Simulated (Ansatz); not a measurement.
CH7BFNOSi, SMILES `NC(F)([SiH3])BO`, relaxed with RKS PBE-D4/def2-SVP in Ansatz 0.2.0 from a rough embedded geometry. The force threshold is 0.03 eV/Å; the program also tests the step.

Total charge 0; spin multiplicity 1.

Start:

```xyz
13

N     0.739   -1.312    0.774
C     0.393   -0.077    0.193
F     1.487    0.750    0.225
Si   -0.161   -0.322   -1.610
B    -0.847    0.595    0.949
O    -0.701    1.944    1.555
H     1.069   -1.114    1.796
H     1.529   -1.720    0.326
H    -1.247   -1.251   -1.605
H     1.020   -0.973   -2.315
H    -0.453    0.904   -2.216
H    -1.856    0.053    1.061
H    -0.971    2.523    0.866
```

Task: By how much does the energy fall, and how many steps does the optimiser take? (Best estimate.)

Result: The calculation gave: 137.48 kJ/mol, in 11 steps.

Task: Which bonds change most? (Best estimate.)

Result: The calculation gave: B5–O6 from 1.485 to 1.357 Å; Si4–H11 from 1.398 to 1.501 Å; C2–F3 from 1.371 to 1.451 Å; Si4–H9 from 1.430 to 1.504 Å.

Task: Give the relaxed structure. (An estimate is asked.)

Result: The calculation gave: 
```xyz
13

N     0.766   -1.292    0.824
C     0.445   -0.054    0.218
F     1.592    0.821    0.057
Si   -0.093   -0.374   -1.616
B    -0.748    0.715    0.911
O    -0.654    2.059    1.078
H     1.029   -1.211    1.812
H     1.500   -1.811    0.326
H    -1.384   -1.141   -1.708
H     1.013   -1.188   -2.235
H    -0.236    0.928   -2.350
H    -1.763    0.110    1.223
H    -1.467    2.437    1.460
```
